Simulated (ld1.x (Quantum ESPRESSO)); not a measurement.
## Before and after: TM potential for bromine (Br)

ld1.x (Quantum ESPRESSO) 7.5 input, shortened:

```
&input
   title='Br', zed=35., rel=1, dft='PBE', iswitch=3,
   config='[Ar] 3d10 4s2 4p3 4d-2'
 /
 &inputp
   pseudotype=2, tm=.true., lloc=2,
   nlcc=.false.
 /
3
4S  1  0   2.00   0.00  1.15  1.15  0.0
4P  2  1   3.00   0.00  1.75  1.75  0.0
4D  3  2  -2.00   0.45  1.80  1.80  0.0
 &test
   configts(1)='4s2 4p3'
 /
```

All-electron outer shells of the reference configuration (PBE, scalar-relativistic, ld1.x):

```csv
shell,level (eV),outermost node (bohr),outermost maximum (bohr)
4s,-41.84,0.67,1.39
4p,-28.23,0.70,1.58
```

Change: wave 4d channel at 0.45 Ry: rc 1.80 bohr becomes 4d channel at 0.45 Ry: rc 1.62 bohr.

Cutoffs: the cutoffs (Ry, on a coarse ladder) from which the occupation-weighted sum of valence levels, in a spherical-Bessel basis at the reference potential, stays within 10 and 1 mRy of its value at 400 Ry; they do not see the model core or the augmentation charge, which bear on the density cutoff. Errors are all-electron minus pseudo energies relative to the spin-unpolarised reference configuration.

Q: How do hardness, ghosts and transferability respond?

A: The potential gets neither clearly harder nor softer (90 Ry and 180 Ry → 90 Ry and 180 Ry); of the 7 tests that both files solve, the error grows in 0 and shrinks in 4 by more than 15 % and 0.3 meV (median size 18.1 → 16.1 meV); neither file shows a bound ghost. Less of the atom is replaced, so other configurations are described better.

```tsv
quantity	base	changed
cutoff, loose	90 Ry	90 Ry
cutoff, tight	180 Ry	180 Ry
bound ghosts	none	none
error for 4s2 4p5, meV [ΔE -35.31 eV]	-29	-22
error for 4s2 4p4, meV [ΔE -22.76 eV]	-7.2	-5.1
error for 4s2 4p2, meV [ΔE 33.98 eV]	-18	-16
error for 4s2 4p5.3, meV [ΔE -37.28 eV]	-36	-27
error for 4s2 4p1, meV [ΔE 80.01 eV]	-51	-45
error for 4s1 4p5, meV [ΔE -9.76 eV]	+12	+13
error for 4s2 4p4.5, meV [ΔE -30.24 eV]	-17	-13
```
